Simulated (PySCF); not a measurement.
Species: sulfur hexafluoride, SF6.
Atom-mapped SMILES: `[F:1][S:2]([F:3])([F:4])([F:5])([F:6])[F:7]`

Cartesian coordinates in Å at the GFN2-xTB level; atoms count from 1:
```xyz
7
SF6 angstrom
F     -0.3886   -1.1075   -0.9474
S      0.0006    0.0007    0.1246
F      1.5402   -0.2235   -0.2042
F      0.0788   -1.1178    1.2529
F     -0.0777    1.1195   -1.0030
F      0.3895    1.1095    1.1967
F     -1.5395    0.2241    0.4530
```

Level of theory: CAM-B3LYP/def2-SVPD in PySCF (dipole) on a GFN2-xTB geometry, gas phase.

Take the most abundant isotopes and a rigid rotor. 

(1) Give the principal moments of inertia and the rotational constants in GHz.

(2) Classify the top.

Results:

(1) Ia = 192.18, Ib = 192.22, Ic = 192.28 u·Å²; 505379 MHz·u·Å²/I gives 2630, 2629 and 2628 MHz, that is A = 2.6297, B = 2.6292, C = 2.6284 GHz.

(2) A spherical top, as the point group Oh requires three equal moments; the computed ones differ by 0.05 % because the geometry is symmetric only within the optimiser's tolerance.

The point group Oh allows no dipole (computed: 0.00 D), so a rigid rotor has no electric-dipole lines.

**Question.** Estimate the classical rotational partition function at 50 K, 100 K and 200 K.

**Answer.** Point group Oh, symmetry number σ = 24; q = (√π/σ)·√((kT/h)³/(ABC)), k/h = 20836.6 MHz/K: 583 at 50 K, 1650 at 100 K, 4660 at 200 K.

GFN2-xTB frequencies: not computed here. These are rigid-rotor constants of the computed structure; measured ground-state constants (B0) also hold zero-point vibration.
